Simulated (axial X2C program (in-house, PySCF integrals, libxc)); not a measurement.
ScC⁺ along the bond: PBE0, two-component

Computed with an axial X2C code built on PySCF integrals. Two-component (2c) means X2C with spin–orbit coupling and atomic mean-field two-electron Coulomb and Gaunt terms. Basis: Sc dyall-cv3z [10s11p7d5f2g], C dyall-v3z [7s6p2d1f] (cores contracted in-house); Gaussian nuclei, density fitting, unrestricted open shells. Masses: Sc 44.956 u, C 12.000 u.

State: Ω = 2 (⟨Sz⟩ = 1.00, ⟨Lz⟩ = 1.00 at PBE0). Dipoles are positive if C is the positive end and refer to the centre of mass.

Results along the bond:

```json
{"R (Å)": "1.676", "μ (D)": "-5.187", "HOMO (eV)": "-11.66", "LUMO (eV)": "-9.02"}
{"R (Å)": "1.732", "μ (D)": "-5.379", "HOMO (eV)": "-11.41", "LUMO (eV)": "-8.81"}
{"R (Å)": "1.787", "μ (D)": "-5.544", "HOMO (eV)": "-11.19", "LUMO (eV)": "-8.63"}
{"R (Å)": "1.842", "μ (D)": "-5.676", "HOMO (eV)": "-11.00", "LUMO (eV)": "-8.47"}
{"R (Å)": "1.907", "μ (D)": "-5.777", "HOMO (eV)": "-10.84", "LUMO (eV)": "-8.29"}
{"R (Å)": "1.971", "μ (D)": "-5.831", "HOMO (eV)": "-10.77", "LUMO (eV)": "-8.13"}
{"R (Å)": "2.054", "μ (D)": "-5.908", "HOMO (eV)": "-10.77", "LUMO (eV)": "-7.98"}
```

One determinant describes the state; a PBE0 search over occupations chose it and may have missed a lower one. Density functionals use the spin component along the axis (collinear). Other states lie close and PBE0, whose exact exchange favours high spin, may order them wrongly; the determinant shown need not be the ground state. The nearest other 2c determinant of the search, Ω = 1, lies 0.31 eV up at the distance of the search. Without a current term, density functionals place determinants with orbital angular momentum somewhat too high. With several unpaired electrons one determinant need not be a pure state. Open-shell Ω = 0 determinants with evenly filled partner blocks cannot be reached by this program, so the Ω shown need not be the lowest component. The determinant is spin-polarised beyond a pure state at some levels (its spin-free form has ⟨S²⟩ too high), which makes Re and μ there less reliable.
